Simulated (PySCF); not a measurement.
## LiCa⁻ at RHF-SCS-MP2

Level: RHF-SCS-MP2. Li def2-SVPD, Ca def2-SVPD; no relativity (PySCF 2.14).

```json
{"state": "¹Σ⁺ (singlet), closed shell", "bond length": "3.886 Å", "harmonic wavenumber": "141 cm⁻¹", "force constant": "0.0700 mdyn/Å", "rotational constant Be": "0.1871 cm⁻¹", "anharmonicity ωexe": "1.64 cm⁻¹", "vibration–rotation constant αe": "0.00289 cm⁻¹"}
```

Correlated steps freeze 5 core orbitals.
